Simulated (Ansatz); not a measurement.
`C[SiH](O)O[SiH](O)O`, charge 0, multiplicity 1.

Give a relaxed structure at PBE0-D4/def2-TZVP (Ansatz 0.2.0). (An estimate is asked.)

The calculation gave: 
Cartesian coordinates in Å:
```
C 0.5224 1.6214 1.2315
Si 0.5774 1.1672 -0.5666
O -0.2213 2.2470 -1.5081
O -0.0923 -0.3169 -0.7568
Si -0.0858 -1.8889 -0.3480
O -0.0226 -2.1277 1.2641
O -1.4753 -2.5634 -0.8883
H -0.5084 1.6718 1.5941
H 0.9928 2.5920 1.4058
H 1.0461 0.8710 1.8296
H 1.9565 1.1540 -1.1041
H -1.1217 2.4731 -1.2724
H 1.1203 -2.5236 -0.9085
H -0.8548 -2.1482 1.7393
H -1.8332 -2.2288 -1.7115
```
This is one stationary point; other conformers may exist.
